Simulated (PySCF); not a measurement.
**From computed data to an observable: entropy of an ideal gas**

BF₃, SMILES F[B-](F)F, charge -1, multiplicity 2.

Geometry: B3LYP-D3(BJ)/def2-SVPD.

PySCF with B3LYP-D3(BJ)/def2-SVPD gives the harmonic wavenumbers 402, 402, 582, 812, 1031, 1031 cm⁻¹ and the rotational temperatures 0.4604, 0.4604, 0.2382 K. The molar mass is 67.81 g/mol, the symmetry number 3, the spin multiplicity 2.

Question: Work out the entropy at 298.15 K and 1 atm in the rigid-rotor, harmonic-oscillator model.

Answer: 
Translation (Sackur–Tetrode at 1 atm): S = R[1.5 ln M + 2.5 ln T − 1.16487] = 161.3 J/(mol K).
Rotation: q = (√π/σ) T^1.5/√(θA θB θC) = 13500, S = R[ln q + 3/2] = 91.6 J/(mol K).
Vibration: with u = 1.4388 ν/T, each mode gives R[u/(e^u − 1) − ln(1 − e^−u)]:
```tsv
ν (cm⁻¹)	modes	u	S (J/(mol K))
402	2	1.94	7.99
582	1	2.81	2.02
812	1	3.92	0.83
1031	2	4.98	0.69
```
These are all the modes. Sum 11.5 J/(mol K).
Spin: R ln 2 = 5.8 J/(mol K).
Total 270.2 J/(mol K); the program's own thermochemistry gives 270.2. Translation makes up 60 % and vibration 4 %. Anharmonicity, hindered rotation and orbital degeneracy are left out.
